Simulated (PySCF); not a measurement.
# Structure elucidation problem

Molecular formula: C$_{3}$F$_{8}$. Simulated spectra:

¹³C{¹H} NMR (computed): δ 129.2 (C, qt, J = 357.1, 33.2 Hz, 2C), 115.7 (C, t of sept, J = 325.3, 40.8 Hz).

All values are calculated (PySCF 2.14.0 with density-fitted response routines): geometry: PBE0-D3(BJ)/def2-SVP, couplings computed with B3LYP/pcJ-1, GIAO B3LYP/pcSseg-2 shieldings. Averaged over atoms made equivalent by symmetry, fast rotation or ring inversion, one computed conformer, in vacuum, relativity neglected.

δ = σ(ref) − σ, references computed at the same level: ¹³C (σref 179.19) against TMS.

Propose a structure and justify it.

Results:


Rings plus π bonds: 0. 2 carbon signals for 3 carbons: some carbons are equivalent by symmetry or fast rotation. Carbon types of the structure: 3 × C. δC 129.2: CF3 carbon; 3 electronegative neighbours deshield it. δC 115.7: fully substituted sp3 carbon bonded to 2 F; 2 electronegative neighbours deshield it.

These data were computed for `C(C(C(F)(F)F)(F)F)(F)(F)F`.

This is the structure that produced the data.

Common functionals overestimate the size of one-bond C–F couplings by tens of Hz; these are unscaled. Shifts are as computed. Against solution values, carbons near 30 ppm lie about +3 ppm off and those near 130 ppm about +8 ppm. Of 1309 compounds with measured shifts, 239 miss one by over three times the rms of a fit or turn the order of signals round; such compounds aren't used in these exercises.
